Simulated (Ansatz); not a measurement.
Basis sets compared for dimethylphenylsulfonium chloride (C8H11ClS). The state is a singlet with charge 0. Geometry r2SCAN-D4/def2-SVP. Ansatz on 4 threads of Arm Neoverse V1 on a shared host; times are rough, and most runs start from earlier orbitals.

```xyz
21

C     1.827   -1.516    0.462
S     1.551    0.277    0.460
C     0.960    0.618    2.140
C    -0.122    0.249   -0.373
C    -0.209    1.071   -1.500
C    -1.405    1.142   -2.222
C    -2.511    0.392   -1.814
C    -2.422   -0.429   -0.684
C    -1.228   -0.504    0.040
H     2.078   -1.783   -0.574
H     2.694   -1.659    1.122
H     0.920   -2.042    0.788
H     1.855    0.517    2.768
H     0.596    1.655    2.129
H     0.149   -0.072    2.408
H     0.663    1.656   -1.812
H    -1.471    1.785   -3.104
H    -3.447    0.446   -2.377
H    -3.287   -1.017   -0.363
H    -1.180   -1.152    0.920
Cl    3.988    0.366    1.586
```

Binding counts from free atoms (C triplet, S triplet, H doublet, Cl doublet) in the same basis, without a counterpoise term.

```csv
level,functions,energy (Eh),HOMO (eV),LUMO (eV),binding per atom (eV),wall time
PBE-D4/def2-SVP,203,-1168.5724,-4.24,-2.22,4.51,3.6 s
PBE0-D4/def2-SVP,203,-1168.6808,-5.50,-1.41,4.43,6 s
```

Question: Estimate the rows for PBE-D4/def2-TZVP (with forces), PBE0-D4/def2-TZVP.

Answer: 
| level | functions | energy (Eh) | HOMO (eV) | LUMO (eV) | binding per atom (eV) | wall time |
| --- | --- | --- | --- | --- | --- | --- |
| PBE-D4/def2-TZVP (with forces) | 388 | -1169.2164 | -4.82 | -2.39 | 4.48 | 11 s |
| PBE0-D4/def2-TZVP | 388 | -1169.3159 | -6.02 | -1.56 | 4.39 | 16 s |
